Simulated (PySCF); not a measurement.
BPH4O2

BPH4O2 is a small molecule, neutral, singlet. The structure, one conformer, was relaxed in the gas phase by PBE0-D3(BJ)/def2-SVP. No frequency run checks that it is a minimum.

SMILES: OB(O)P

Coordinates in Å:
```
O1      0.686    1.396    0.033
B2      0.430    0.062   -0.075
O3      1.463   -0.806    0.046
P4     -1.310   -0.681   -0.526
H5     -0.086    1.959   -0.063
H6      2.297   -0.344    0.193
H7     -1.244   -1.765    0.395
H8     -2.076    0.165    0.335
```

Shieldings: GIAO PBE0/pcSseg-2. Shifts are against computed references at the same level: H TMS (σ 31.24 ppm). Core levels by delta-SCF with SCAN, pcX-2 on the ionised atom and pcseg-1 elsewhere, spin-free X2C (2p3/2 is the spin-free 2p value less a third of a first-order spin-orbit splitting); from the vacuum level, for chosen atoms.

(1) Give the NMR and core-level values of the distinct atoms.

(2) By CAM-B3LYP/def2-SVPD (TDDFT singlets, Tamm-Dancoff triplets, ionisation by delta-SCF), where does absorption start, and what does vertical ionisation take?

Results:

(1) 
```
atoms  bonded to  σ (ppm)  δ (ppm)  core level (eV)
   O1  1 B + 1 H    181.6        -        1s 539.41
   B2  2 O + 1 P     63.7        -        1s 197.48
   O3  1 B + 1 H    198.7        -        1s 539.22
   P4  1 B + 2 H    571.9        -     2p3/2 136.36
   H5        1 O    27.18     4.07                -
   H6        1 O    27.30     3.95                -
   H7        1 P    29.07     2.18                -
   H8        1 P    29.67     1.57                -
```

Values are those of this one static structure; atoms that internal rotation interchanges would show their mean in an NMR spectrum.

(2) The lowest singlet lies at 6.19 eV (f 0.028), the strongest of the first 6 at 7.16 eV (f 0.179), the lowest triplet at 5.51 eV; vertical ionisation takes 9.81 eV.
